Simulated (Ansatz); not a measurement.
Wavefunction ladder for C4H8AlN (`CN=C=[C](C)[AlH2]`)

| atom | x (Å) | y (Å) | z (Å) |
| --- | --- | --- | --- |
| C1 | 2.651 | -0.306 | 0.351 |
| N2 | 1.621 | 0.585 | -0.128 |
| C3 | 0.436 | 0.346 | -0.188 |
| C4 | -0.869 | 0.195 | -0.231 |
| C5 | -1.569 | -0.344 | -1.460 |
| Al6 | -1.710 | 0.714 | 1.418 |
| H7 | 2.254 | -1.267 | 0.691 |
| H8 | 3.179 | 0.177 | 1.175 |
| H9 | 3.375 | -0.476 | -0.448 |
| H10 | -2.212 | -1.192 | -1.209 |
| H11 | -0.861 | -0.675 | -2.222 |
| H12 | -2.210 | 0.418 | -1.911 |
| H13 | -3.285 | 0.570 | 1.562 |
| H14 | -0.800 | 1.254 | 2.599 |

The species carries charge 0 and has multiplicity 1. Geometry: relaxed with PBE0-D4/def2-TZVP. Frozen core, restricted reference, Ansatz. CBS rows extrapolate triple and quadruple zeta; past MP2 they add the triple-zeta difference.

```
     basis     HF (Eh)  MP2 corr.
def2-TZVPP  -452.52901   -0.93599
def2-QZVPP  -452.54558   -0.99665
```

(1) Estimate the CCSD correlation energy and the (T) correction in each basis where they were run (hartree).

Results:

(1) 
```csv
basis,CCSD corr.,(T)
def2-TZVPP,-0.98078,-0.04555
CBS(def2),-1.08638,as TZ
```
